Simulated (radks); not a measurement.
Results of a calculation; reference values are marked as such.
All-electron atom: the platinum ion Pt2+ in [Xe] 4f14 5d7 6s1 (not the ground configuration). Level of theory: scalar-relativistic Kohn-Sham, PBE, spin-polarised, spherical densities, finite nucleus; open shells are filled with parallel spins first (spin-orbit coupling, left out, can overturn this in heavy ions); Fermi nuclear charge, rms radius 5.427 fm (a radial shooting solver on a logarithmic mesh with Libxc functionals).

Unscreened Slater integrals over Kohn-Sham orbitals (cm^-1). They are taken over the spin-up orbitals.

F0(6s,6s): 81870
F0(6s,5d): 95440
G2(6s,5d): 23594
F0(6s,5p): 100730
G1(6s,5p): 8180.0
F0(6s,4f): 107300
G3(6s,4f): 3286.0
F0(5d,5d): 130810
F2(5d,5d): 68033
F4(5d,5d): 45067
F0(5d,5p): 149270
F2(5d,5p): 73722
G1(5d,5p): 88384
G3(5d,5p): 54719
F0(5d,4f): 169340
F2(5d,4f): 39282
F4(5d,4f): 18258
G1(5d,4f): 12926
G3(5d,4f): 12122
G5(5d,4f): 9684.2
F0(5p,5p): 180020
F2(5p,5p): 97133
F0(5p,4f): 221640
F2(5p,4f): 69024
G2(5p,4f): 26748
G4(5p,4f): 22495
F0(4f,4f): 389260
F2(4f,4f): 192480
F4(4f,4f): 122370
F6(4f,4f): 88517

Derived for the open shells (J is the average intra-shell exchange parameter used in DFT+U). 5d: Racah B = F2/49 - 5 F4/441 = 877.5 cm^-1, C = 35 F4/441 = 3577 cm^-1, C/B = 4.08, F4/F2 = 0.662, J = (F2 + F4)/14 = 8079 cm^-1.
